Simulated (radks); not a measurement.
Results of a calculation; reference values are marked as such.
Excited configurations of Ge: one electron is placed in a higher orbital outside [Ar] 3d10 4s2 4p1. The ground configuration is [Ar] 3d10 4s2 4p2. Code: a radial shooting solver on a logarithmic mesh with Libxc functionals. Model: Dirac Kohn-Sham, PBEsol, spin-unpolarised, spherical densities, point nucleus; open shells fill j = l - 1/2 first. Excitation = E - E(ground); binding = E(ion) - E, where the ion is the core of charge +1; n* = 1/sqrt(2 binding) in atomic units, and the quantum defect is n - n*.

| outer orbital | excitation (eV) | binding (eV) | n* | quantum defect | eigenvalue (eV) | <r> (bohr) |
|---|---|---|---|---|---|---|
| 5s1/2 | 4.356 | 3.186 | 2.066 | 2.934 | -1.819 | 6.653 |
| 5p1/2 | 5.368 | 2.174 | 2.502 | 2.498 | -1.181 | 8.890 |
| 5d3/2 | 6.431 | 1.112 | 3.499 | 1.501 | -0.594 | 16.83 |
| 6p1/2 | 6.350 | 1.192 | 3.379 | 2.621 | -0.707 | 17.47 |
| 7s1/2 | 6.613 | 0.929 | 3.826 | 3.174 | -0.591 | 23.70 |

The Delta-SCF ionisation energy is 7.542 eV (NIST Atomic Spectra Database: 7.899 eV, measured). Self-interaction in the functional shifts the binding energies and quantum defects, so they are the method's values and not measured ones. Spin polarisation and multiplet splitting are left out, so open shells lie too high by an amount that depends on their filling.

Beside tabulated values, note that spin-unpolarised runs miss the spin-polarisation part of the exchange energy of open shells.
